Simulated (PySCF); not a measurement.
Bonds (- single, = double, # triple, : aromatic): C1=C2, C2-C3, C3:P4, P4:C5, C5:N6, N6:C7, C7:C8, C8-C9, C8:C3. C1 carries H10, H11; C2 carries H12; C5 carries H13; C7 carries H14; C9 carries H15, H16, H17. H11 is cis to C3; H10 is trans to C3.

One averaged value for each set of equivalent atoms, non-relativistic Hamiltonian, no solvent model, one computed conformer. Geometry: GFN2-xTB; σ from GIAO-PBE0/pcSseg-1; PySCF 2.14.

Q: Predict the 2D correlation tables (HSQC, COSY, HMBC).

A: 

HSQC (one-bond C–H):
```tsv
δH	δC
10.50 (H13)	188.6 (C5)
8.94 (H14)	156.9 (C7)
7.78 (H11)	125.5 (C1)
7.35 (H12)	142.0 (C2)
5.84 (H10)	125.5 (C1)
2.47 (H15/H16/H17)	21.8 (C9)
```

COSY cross peaks (H two or three bonds apart, from the bond graph; peaks can be absent where the dihedral angle is near 90°):
```tsv
δH	δH
7.78 (H11)	7.35 (H12)
7.78 (H11)	5.84 (H10)
7.35 (H12)	5.84 (H10)
```

HMBC (two and three bonds, from the bond graph):
```tsv
δH	δC
10.50 (H13)	183.2 (C3), 156.9 (C7)
8.94 (H14)	188.6 (C5), 183.2 (C3), 133.9 (C8), 21.8 (C9)
7.78 (H11)	183.2 (C3), 142.0 (C2)
7.35 (H12)	183.2 (C3), 133.9 (C8), 125.5 (C1)
5.84 (H10)	183.2 (C3), 142.0 (C2)
2.47 (H15/H16/H17)	183.2 (C3), 156.9 (C7), 133.9 (C8)
```

Scale: TMS for 1H (31.72 ppm) and 13C (186.93 ppm) (reference shieldings calculated alike).

Short H···H contacts in this conformer between protons four or more bonds apart (candidates for NOE cross peaks, intensity ∝ r⁻⁶): H14···H16 2.21 Å, H12···H17 2.29 Å.

Shifts are as computed. Against solution values, carbons near 30 ppm lie about +3 ppm off and those near 130 ppm about +5 ppm. Of 1211 compounds with measured shifts, 218 miss one by over three times the rms of a fit or turn the order of signals round; such compounds aren't used in these exercises.
